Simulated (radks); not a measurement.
Coulomb parameter of the 5d shell of the tantalum ion Ta+ in the model configuration [Xe] 4f14 5d3 6s1, as a second difference U = [E(n + 0.5) + E(n - 0.5) - 2 E(n)] / (0.5)^2 with all orbitals relaxed. "Bare": the charge of the atom changes with n. "Screened": the 6s shell takes up the change at fixed total charge, which measures U(5d,5d) + U(6s,6s) - 2 U(5d,6s). Method: scalar-relativistic Kohn-Sham, SCAN, spin-unpolarised, spherical densities, finite nucleus; meta-GGA in the generalised Kohn-Sham scheme; Fermi nuclear charge, rms radius 5.3507 fm; computed with a radial shooting solver on a logarithmic mesh with Libxc functionals.

case                   configuration  E - E(n) (eV)
start              [Xe] 4f14 5d3 6s1          0.000
bare +0.5        [Xe] 4f14 5d3.5 6s1         -4.150
bare -0.5        [Xe] 4f14 5d2.5 6s1          6.391
screened +0.5  [Xe] 4f14 5d3.5 6s0.5          0.707
screened -0.5  [Xe] 4f14 5d2.5 6s1.5         -0.641

U(bare) = 8.965 eV, U(screened by 6s) = 0.263 eV, against the Slater integral F0(5d,5d) = 11.821 eV with frozen orbitals.
